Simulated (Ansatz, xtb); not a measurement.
# Relative energy of two structures of ClGeH2+

Structure I is `[Cl][GeH2+]`, a singlet and structure II is a singlet given by its coordinates. Both are isolated ions in the gas phase, relaxed with B3LYP/6-31G*.

I (Å):

```xyz
4

Cl   -0.0530    1.5885   -0.2143
Ge    0.7797    2.7447   -1.7193
H     0.2575    4.1837   -1.8372
H     1.8472    2.0627   -2.5869
```

II (Å):

```xyz
4

Cl   -1.0118   -1.0173   -0.3712
Ge    0.9385    0.4070    0.3816
H    -1.5500   -0.3228   -1.3316
H     1.1554   -0.7987    1.4100
```

Close contacts (Å): Cl1–Ge2 2.53, Cl1–H3 1.30, Ge2–H4 1.60.

Question: Which of the two would you expect CCSD(T)/def2-TZVPP electronic energies to favour?

Answer: Structure I; the calculation gives E(II) − E(I) = +13.4 kcal/mol.

The same difference at several levels:

```
             level      geometry  E(II) − E(I) (kcal/mol)  departure from the last row (kcal/mol)  job, with rough time for the two
          GFN2-xTB      GFN2-xTB                      −4.1                                   −17.5             optimisation, 0.076 s
         HF/STO-3G      GFN2-xTB                     +41.8                                   +28.4              single point, 0.24 s
r2SCAN-D4/def2-SVP      GFN2-xTB                     +14.3                                    +0.9               single point, 2.2 s
      B3LYP/6-31G*  B3LYP/6-31G*                      +8.8                                    −4.6                optimisation, 12 s
     HF/def2-TZVPP  B3LYP/6-31G*                     +13.7                                    +0.3           part of the CCSD(T) run
    MP2/def2-TZVPP  B3LYP/6-31G*                     +15.9                                    +2.5           part of the CCSD(T) run
CCSD(T)/def2-TZVPP  B3LYP/6-31G*                     +13.4                                                        single point, 20 s
```

GFN2-xTB puts the two in the other order. The largest departure from CCSD(T)/def2-TZVPP is that of HF/STO-3G, 28.4 kcal/mol.

With harmonic frequencies from B3LYP/6-31G* (ideal gas, rigid rotor, one conformer each, 298.15 K, 1 atm): on the last row, ΔE + ΔZPE = +13.0, ΔH = +13.4, ΔG = +12.1 kcal/mol.

The correlated steps freeze 14 core orbitals; the filled d shell of Ge is correlated, in a basis made for valence electrons. Codes used: Ansatz 0.2.0, xtb 6.7.1; the last row on 1 thread of Arm Neoverse V2 on a shared host.
